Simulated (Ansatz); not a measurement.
Born–Oppenheimer molecular dynamics of CH$_{5}$ClFNSi (10 atoms, charge 0, multiplicity 1). It starts at the highest image of a converged band. Of that band: Neighbouring images differ by up to 3.1 eV, so the band resolves the path poorly. A vibrational analysis at the climbing image gives one clearly imaginary mode, 2069i cm⁻¹: a first-order saddle point.

Computed with RHF/def2-SVP (Ansatz 0.2.0).

| Quantity | Value |
| --- | --- |
| ensemble | NVE (velocity Verlet) |
| time step | 0.5 fs |
| steps asked | 200 |
| starting velocities drawn for | 300 K |
| seed | 11315 |

First frame:

```xyz
10
Properties=species:S:1:pos:R:3
F 0.563 1.416 1.302
C -0.425 0.512 1.094
N 0.042 -0.585 0.311
Si 0.332 -0.625 -1.586
Cl -0.220 1.290 -2.225
H -0.767 0.170 2.069
H -1.235 1.012 0.570
H 0.668 -1.195 0.814
H 1.800 -0.690 -1.772
H -0.675 -1.356 -0.574
```

**Question.** How far do the bonds stretch over the last three quarters of this one trajectory? (Pairs bonded in most of those frames.)

**Answer.** 
| bond | mean (Å) | spread (Å) | shortest | longest |
| --- | --- | --- | --- | --- |
| F1–C2 | 1.380 | 0.082 | 1.24 | 1.52 |
| C2–N3 | 1.450 | 0.045 | 1.36 | 1.52 |
| C2–H6 | 1.094 | 0.022 | 1.05 | 1.13 |
| C2–H7 | 1.089 | 0.020 | 1.05 | 1.13 |
| N3–H8 | 1.011 | 0.030 | 0.95 | 1.07 |
| N3–H10 | 1.048 | 0.103 | 0.88 | 1.21 |
| Si4–Cl5 | 2.139 | 0.074 | 2.02 | 2.24 |
| Si4–H9 | 1.516 | 0.022 | 1.48 | 1.56 |

Mean temperature of the second half: 1045 K. The conserved energy stayed within 1.5 meV per atom of its start (net change 0.38 meV per atom), so the integration is sound. The system heated up, since it started high on the potential surface and ran downhill. A run of 0.1 ps of so small a system gives no equilibrium averages. The orbitals stay closed-shell, which can raise the energy where a bond breaks towards radicals; this wasn't checked here.

Run time: 3.9 min on 2 threads of Arm Neoverse V1, on a shared host, peak memory 0.2 GiB.
